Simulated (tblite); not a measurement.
Compound: C5H7F2NO.
Atom-mapped SMILES: `[N:1]#[C:2][C@H:3]([CH2:4][CH2:5][OH:6])[CH:7]([F:8])[F:9]` (hydrogens: H10 on C3; H11, H12 on C4; H13, H14 on C5; H15 on O6; H16 on C7)

Structure optimised with GFN2-xTB, isolated species.

**Question.** List the bond lengths, angles and torsions at this level.

**Answer.** 
```csv
bond,length (Å),order
N1≡C2,1.142,triple
C2–C3,1.446,single
C3–C4,1.540,single
C4–C5,1.528,single
C5–O6,1.413,single
C3–C7,1.535,single
C7–F8,1.354,single
C7–F9,1.354,single
C3–H10,1.098,single
C4–H11,1.091,single
C4–H12,1.091,single
C5–H13,1.098,single
C5–H14,1.099,single
O6–H15,0.962,single
C7–H16,1.098,single
```

Orders are formal, as drawn. A selection of angles:
```csv
angle,degrees
N1–C2–C3,179.0
C2–C3–C4,111.3
C2–C3–C7,109.8
C2–C3–H10,107.9
C4–C3–C7,111.4
C4–C3–H10,109.3
C7–C3–H10,107.0
C3–C4–C5,113.8
C3–C4–H11,108.8
C3–C4–H12,108.3
C5–C4–H11,108.2
C5–C4–H12,109.0
H11–C4–H12,108.7
C4–C5–O6,109.6
C4–C5–H13,108.3
C4–C5–H14,109.8
O6–C5–H13,110.3
O6–C5–H14,110.4
H13–C5–H14,108.4
C5–O6–H15,109.2
C3–C7–F8,110.5
C3–C7–F9,109.5
C3–C7–H16,113.5
F8–C7–F9,105.9
F8–C7–H16,108.9
F9–C7–H16,108.3
```

Dihedral angles: C2–C3–C4–C5 -48° (synclinal); C3–C4–C5–O6 -67° (synclinal); C2–C3–C7–F8 -57° (synclinal); H15–O6–C5–C4 -175° (antiperiplanar).

The 4 C–C bonds span 1.446 Å (C2–C3, drawn single) to 1.540 Å (C3–C4, drawn single), a spread of 0.094 Å. O6 (alcohol oxygen) is bent (angle 109.2°). Of the pairs four or more bonds apart, O6···H16 is among the closest relative to their van der Waals radii: 2.26 Å, 83 % of the sum of Bondi's values.

Point group: C1 (no symmetry element, even within 0.4 Å). Its GFN2-xTB frequencies are all real (lowest 44 cm⁻¹). The numbers are those of one conformer (C2–C3–C4–C5 -48°, C3–C4–C5–O6 -67°, C4–C5–O6–H -175°, C2–C3–C7–F8 -57°). 3 starts were optimised and ended at 0.00, 0.81 and 1.36 kcal/mol (GFN2-xTB); the lowest of these is shown.

All values are computed, not measured.
